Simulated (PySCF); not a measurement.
Ge(F)2(Cl)(Me) (CH3ClF2Ge), SMILES [F][Ge]([Cl])([CH3])[F]. Atoms are numbered in the order given.

```xyz
8

C     -1.5896    -1.2690     0.0000
Ge     0.0331    -0.2542     0.0000
F      1.0196    -0.6349     1.3612
F      1.0196    -0.6349    -1.3612
Cl    -0.2462     1.8566     0.0000
H     -2.1731    -1.0221     0.8971
H     -2.1731    -1.0221    -0.8971
H     -1.3445    -2.3400     0.0000
```
Charge 0, spin multiplicity 1.

Geometry optimised at PBE0-D3(BJ)/def2-SVP. This is a generated structure with no PubChem entry under its InChIKey; it may be hypothetical.

Computed with CAM-B3LYP/def2-TZVP in PySCF.

Atomic charges (e):

| atom | IAO | Löwdin |
|---|---|---|
| C1 | [?] | -0.47 |
| Ge2 | [?] | 0.12 |
| F3 | [?] | -0.12 |
| F4 | [?] | -0.12 |
| Cl5 | -0.29 | 0.15 |
| H6 | 0.18 | 0.14 |
| H7 | 0.18 | 0.14 |
| H8 | 0.18 | 0.14 |

Q: Some entries are withheld; supply them. (The exact figures need the calculation; the answer reports its results.)

A: 
- C1, IAO: -0.71
- Ge2, IAO: 1.50
- F3, IAO: -0.52
- F4, IAO: -0.52
